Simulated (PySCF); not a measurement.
Order these species by their calculated properties.

Species are written as SMILES; each is one conformer at its optimised geometry, gas phase (atoms past krypton carry core potentials, spin–orbit coupling is left out); the electronic structure was computed with PySCF and density fitting.

Dipoles, sizes and rotational constants follow the conformer. The torsions of the flexible species, by atom-mapped SMILES:
- `[F:1][BH:2][PH:3][SiH3:4]`: F1–B2–P3–Si4 -52°
- `[CH3:1][CH2:2][CH2:3][S:4][CH2:5][CH3:6]`: C1–C2–C3–S4 60°, C2–C3–S4–C5 62°, C3–S4–C5–C6 64°
- `[O-:1][c:2]1[cH:3][cH:4][cH:5][c:6]([OH:7])[cH:8]1`: H–O7–C6–C5 180°
- `[CH2:1][CH2:2][OH:3]`: H–O3–C2–C1 -56°
- `[CH3:1][CH:2]([CH3:3])[C:4](=[O:5])[O-:6]`: C1–C2–C4–O5 -23°
- `[CH3:1][CH:2][OH:3]`: H–O3–C2–C1 -27°

Question: Rank by HOMO energy, highest first (B3LYP/def2-SVPD at PBE0-D3(BJ)/def2-SVP geometries).
A. `C(C)CSCC`
B. `[Na][SH]`
C. `CCC[CH2][Sn]([CH3])([CH3])[CH3]`
D. `FBP[SiH3]`

Answer: B (-5.08 eV), A (-6.04 eV), C (-7.02 eV), D (-7.36 eV).

Question: By how much do the two ends of that ranking differ?

Answer: By 2.28 eV, between `[Na][SH]` and `FBP[SiH3]`.

Question: Rank by HOMO–LUMO gap, lowest first (B3LYP/def2-SVPD at PBE0-D3(BJ)/def2-SVP geometries).
A. `FBP[SiH3]`
B. `C(CC)SCC`
C. `[Na][SH]`
D. `Brc1ccco1`
E. `CCC[CH2][Sn]([CH3])([CH3])[CH3]`

Answer: C (3.15 eV), A (5.79 eV), D (6.04 eV), B (6.32 eV), E (6.91 eV).

Question: By how much do the two ends of that ranking differ?

Answer: By 3.76 eV, between `CCC[CH2][Sn]([CH3])([CH3])[CH3]` and `[Na][SH]`.

Question: Rank by static isotropic polarisability, lowest first (B3LYP/def2-SVPD at PBE0-D3(BJ)/def2-SVP geometries).
A. `[Na][SH]`
B. `Brc1ccco1`
C. `FBP[SiH3]`
D. `C[C](C)(C)[Sn]([CH3])([CH3])[CH3]`
E. `CCCSCC`

Answer: A (52.8 au), B (70.2 au), C (72.6 au), E (85.2 au), D (130.5 au).

Question: Give the two extremes of that set as polarisability volumes in Å³.

Answer: `[Na][SH]`: 7.83 Å³; `C[C](C)(C)[Sn]([CH3])([CH3])[CH3]`: 19.33 Å³.

Question: Rank by electronic spatial extent ⟨r²⟩ about the centre of nuclear charge, lowest first (B3LYP/def2-SVPD at PBE0-D3(BJ)/def2-SVP geometries).
A. `[SH][Na]`
B. `Brc1ccco1`
C. `FBP[SiH3]`
D. `CCSCCC`

Answer: A (195 bohr²), C (592 bohr²), B (888 bohr²), D (941 bohr²).

Question: Give the two extremes of that set in Å².

Answer: `[Na][SH]`: 55 Å²; `CCCSCC`: 263 Å².

Question: Rank by smallest rotational constant, highest first (PBE0-D3(BJ)/def2-SVP).
A. `c1(occc1)Br`
B. `[Na][SH]`
C. `c1c(O)cc(cc1)[O-]`
D. `C[CH]O` [radical]
E. `CC(C)C(=O)[O-]`
F. `[CH2]CO` [radical]

Answer: F (8.631 GHz), D (8.301 GHz), B (5.955 GHz), E (2.166 GHz), C (1.253 GHz), A (1.179 GHz).

Question: Rank by lowest singlet excitation, lowest first (TDDFT B3LYP/def2-SVPD at PBE0-D3(BJ)/def2-SVP geometries).
A. `Brc1ccco1`
B. `CCC[CH2][Sn]([CH3])([CH3])[CH3]`
C. `[CH3][Sn]([C](C)(C)C)([CH3])[CH3]`
D. `CCCSCC`

Answer: A (5.11 eV), D (5.39 eV), C (5.70 eV), B (6.16 eV).
